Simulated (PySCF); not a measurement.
How methods differ on the excitation energy of O

O [He] 2s2 2p4 (3P) → O [He] 2s1 2p5 (3P), as a difference of total energies. Calculation: PySCF 2.14, in x2c-QZVPPall with one added diffuse shell each of s, p, d, f type (8s5p4d3f1g, 73 functions); the spin-free X2C one-electron Hamiltonian (Gaussian nucleus). Correlated levels: valence and next inner shell: nothing frozen. The calculations carry no spin-orbit coupling.

```tsv
method	excitation energy (eV)
UHF	16.899
MP2 (valence and next inner shell)	15.993
SCS-MP2 (valence and next inner shell)	15.944
CCSD (valence and next inner shell)	15.616
CCSD(T) (valence and next inner shell)	15.315
```

Task: How much does correlation contribute at CCSD(T) (valence and next inner shell)?

Result: 15.315 − (16.899) = -1.584 eV, measured against UHF.

The upper state lies above the first ionisation limit, where it may autoionise and the basis confines it.

The coupled-cluster amplitudes are large for the upper state (T1 above 0.03 or a double amplitude above 0.15), so a single reference is strained.
